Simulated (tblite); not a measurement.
Compound: C6H10N (doublet state).
Numbering: `[CH2:1]=[C:2]/[CH:3]=[CH:4]\[CH2:5][CH2:6][NH2:7]` (hydrogens: H8, H9 on C1; H10 on C3; H11 on C4; H12, H13 on C5; H14, H15 on C6; H16, H17 on N7)

Computed geometry: GFN2-xTB, gas phase. This method treats the open shell by occupation alone, without spin polarisation.

Question: Give the optimised bond lengths and angles.

Answer: 
| bond | length (Å) | order |
| --- | --- | --- |
| C1=C2 | 1.289 | double |
| C2–C3 | 1.343 | single |
| C3=C4 | 1.382 | double |
| C4–C5 | 1.485 | single |
| C5–C6 | 1.538 | single |
| C6–N7 | 1.453 | single |
| C1–H8 | 1.083 | single |
| C1–H9 | 1.083 | single |
| C3–H10 | 1.085 | single |
| C4–H11 | 1.079 | single |
| C5–H12, C5–H13 | 1.093 | single |
| C6–H14 | 1.104 | single |
| C6–H15 | 1.094 | single |
| N7–H16, N7–H17 | 1.015 | single |

Bonds in one row agree within 0.01 Å and their mean is given. Orders are formal, as drawn. A selection of angles:
| angle | degrees |
| --- | --- |
| C2–C1–H8 | 122.5 |
| C2–C1–H9 | 122.5 |
| H8–C1–H9 | 115.0 |
| C1–C2–C3 | 179.3 |
| C2–C3–C4 | 125.7 |
| C2–C3–H10 | 116.3 |
| C4–C3–H10 | 118.0 |
| C3–C4–C5 | 123.7 |
| C3–C4–H11 | 119.0 |
| C5–C4–H11 | 117.3 |
| C4–C5–C6 | 111.7 |
| C4–C5–H12 | 109.9 |
| C6–C5–H12 | 109.1 |
| C6–C5–H13 | 107.1 |
| H12–C5–H13 | 108.5 |
| C5–C6–N7 | 109.7 |
| C5–C6–H14 | 108.7 |
| N7–C6–H14 | 113.5 |
| N7–C6–H15 | 107.6 |
| H14–C6–H15 | 107.9 |
| C6–N7–H16 | 110.1 |
| H16–N7–H17 | 107.8 |

Dihedral angles: C2–C3–C4–C5 1° (synperiplanar); C3–C4–C5–C6 110° (anticlinal); C4–C5–C6–N7 174° (antiperiplanar). The mirror-image conformer, all signs reversed, is as good.

C1 (carbon bonded to C and 2 H) is planar (angles 122.5°, 122.5° and 115.0°, sum 360.0°, 0.00 Å off the plane of its three neighbours). The C–C distances run from 1.289 Å (C1=C2, drawn double in a drawing that doesn't fit all lengths) to 1.538 Å (C5–C6, drawn single in a drawing that doesn't fit all lengths), a spread of 0.249 Å. Of the pairs four or more bonds apart, C2···H12 is among the closest relative to their van der Waals radii: 2.57 Å, 89 % of the sum of Bondi's values. N7 (nitrogen bonded to C and 2 H) is pyramidal (angles 110.4°, 110.1° and 107.8°, sum 328.3°, 0.38 Å off the plane of its three neighbours). C3 (carbon bonded to 2 C and H) is planar (angles 125.7°, 118.0° and 116.3°, sum 360.0°, 0.00 Å off the plane of its three neighbours). C4 (carbon bonded to 2 C and H) is planar (angles 123.7°, 119.0° and 117.3°, sum 360.0°, 0.02 Å off the plane of its three neighbours).

Point group: C1 (no symmetry element, even within 0.4 Å). Its GFN2-xTB frequencies are all real (lowest 25 cm⁻¹). Torsions: C3–C4–C5–C6 110°, C4–C5–C6–N7 174°, C5–C6–N7–H 62° and -179°.
